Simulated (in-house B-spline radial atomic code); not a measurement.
B3LYP (VWN-RPA) excitations of neutral strontium

Method: B3LYP (VWN-RPA). Computed with a B-spline radial code for spherical atoms: linear response of the closed shell [Kr] 5s2 with the functional's adiabatic kernel; scalar-relativistic (spin-free one-electron X2C), finite nucleus, no spin-orbit coupling, no double excitations, S, P, D and F terms only; shells from n = 3 respond.

Command:
```bash
python run_td.py task.json out
```
Settings (radii: box in bohr, nucleus in fm):
```
Z                        38
electrons                38
configuration            [Kr] 5s2
hamiltonian              x2c
method                   b3lyp
box_radius               75
rms_radius               4.224
intervals                77
```

Time taken, with all properties: 2.8 s on 1 thread of Arm Neoverse N1, with other jobs on the host.

The lowest states, in the order of their Tamm-Dancoff energies; the method's threshold (minus the highest occupied level) is 3.934 eV. Labels give the largest channel, * marks a mixed state, and oscillator strengths are full-response dipole values. Measured ¹D terms are left out, since they can mix with doubly excited terms. Semilocal kernels can invert the small singlet-triplet splittings of Rydberg terms. Energies in eV:

```
     state  full response  Tamm-Dancoff  oscillator strength  measured (J-weighted term)
5s → 5p 3P              ?             ?                    -                           ?
5s → 4d 3D          1.817         1.870                    -                       2.263
5s → 4d 1D          2.422         2.437                    -                           -
5s → 5p 1P          2.820         2.948                 1.83                       2.690
5s → 6s 3S          3.372         3.373                    -                       3.600
5s → 6s 1S          3.466         3.473                    -                       3.793
5s → 6p 3P          3.719         3.721                    -                           -
5s → 6p 1P              ?             ?                    ?                           -
```

(1) Where does 5s → 6p 1P lie?

(2) Where does 5s → 5p 3P lie?

(3) How large is the singlet-triplet splitting of 5s → 4d (D terms) in Tamm-Dancoff?

(4) What polarisabilities and dispersion coefficient does the method give?

Results:

(1) At 3.768 eV in full response, 3.783 eV in Tamm-Dancoff, oscillator strength 0.0837.

(2) At 1.806 eV in full response, 1.864 eV in Tamm-Dancoff; measured 1.823 eV.

(3) 0.567 eV, from the unrounded values.

(4) Dipole 187 bohr³, quadrupole 4803 bohr⁵, C6 2950 hartree·bohr⁶ for two such species. Recommended dipole value: 197.2 ± 0.2 bohr³ (Schwerdtfeger and Nagle, table of static dipole polarizabilities (2023 update)), which includes relativity and correlation.
